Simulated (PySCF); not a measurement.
Computed with UB3LYP in PySCF with Pt def2-SVPD with ECP60, O def2-SVPD; scalar-relativistic core potentials, no spin–orbit coupling; density-fitted integrals.

```xyz
3
charge -1 multiplicity 2, angstrom
Pt    0.0000    0.0000    0.0000
O     0.0000    0.0000    1.7793
O     0.0000    0.0000   -1.7793
```

PtO₂⁻ (doublet), along the line from Pt1 (at 0) through O2 (at 1.779 Å). Core electrons replaced by a potential are absent, the electrostatic potential uses the reduced nuclear charge, and values within about 0.7 Å of such atoms have no physical meaning.

Problem. Tabulate the fields along this line at 0.80, 0.98, 1.16, 1.33, 1.51, 1.69, 1.96, 2.14, 2.31, 2.49, 2.67, 2.85 Å.

Solution. 
```
distance (Å)  electron density (e/Å³)  spin density (e/Å³)  electron localisation function  electrostatic potential (V)
        0.80                     2.01              0.00171                           0.311                         33.5
        0.98                     1.48             -0.00254                           0.322                           17
        1.16                     2.22             -0.00309                           0.765                         17.2
        1.33                     4.17              0.00552                           0.821                         43.6
        1.51                     7.65               0.0285                           0.257                          149
        1.69                      153                0.042                           0.983                          839
        1.96                       18               0.0296                           0.181                          304
        2.14                     5.75               0.0132                           0.732                         74.6
        2.31                     2.66             -0.00274                            0.91                         18.1
        2.49                     1.13              -0.0048                           0.903                        0.729
        2.67                    0.449             -0.00346                            0.85                        -4.72
        2.85                    0.185             -0.00221                           0.747                        -6.25
```

With open d or f shells other occupations or spin states may lie lower. The lowest empty level of this anion is unbound, so it and the gap depend on the basis. Spin–orbit coupling, left out here, can matter for elements this heavy.
